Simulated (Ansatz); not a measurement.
CHClNOSn, SMILES `O=C=[N][SnH][Cl]` radical. The species carries charge 0 and has multiplicity 2. Sn takes the def2 core potential.

```xyz
6

O     0.9307    1.7064    2.0675
C     0.6520    1.2269    1.0432
N     0.3600    0.7977   -0.0455
Sn    0.1295   -1.0279   -0.8924
Cl   -1.6111   -2.0277    0.3074
H    -0.4611   -0.6754   -2.4802
```

What are the harmonic wavenumbers in cm⁻¹ at PBE0-D4/def2-TZVP (Ansatz, finite differences of forces, unscaled)? (Estimate.)

Computed: 29, 93, 148, 361, 437, 487, 521, 644, 676, 1422, 1795, 2333.

Is this a minimum?

Yes, all 12 modes are real.

Give the ideal-gas thermochemistry at 298.15 K and 1 bar (rigid rotor, harmonic oscillator; point group C1, symmetry number 1).

Zero-point energy 53.5 kJ/mol; H(298) − E = 72.9 kJ/mol; entropy 368.3 J/(mol·K), of which translation 174.8, rotation 120.1, vibration 67.6, electronic 5.8; G(298) − E = -36.9 kJ/mol. Modes under 100 cm⁻¹ are hindered rotations or soft bends, so the harmonic entropy is rough.

And at 400, 500, 600, 800 and 1000 K?


| T (K) | H − E (kJ/mol) | S (J/mol/K) | G − E (kJ/mol) |
| --- | --- | --- | --- |
| 400 | 82.4 | 395.6 | -75.8 |
| 500 | 92.4 | 418.0 | -116.6 |
| 600 | 103.0 | 437.3 | -159.3 |
| 800 | 125.5 | 469.5 | -250.1 |
| 1000 | 149.0 | 495.8 | -346.8 |

Rotational constants (cm⁻¹)?

0.1132, 0.04356, 0.03225.
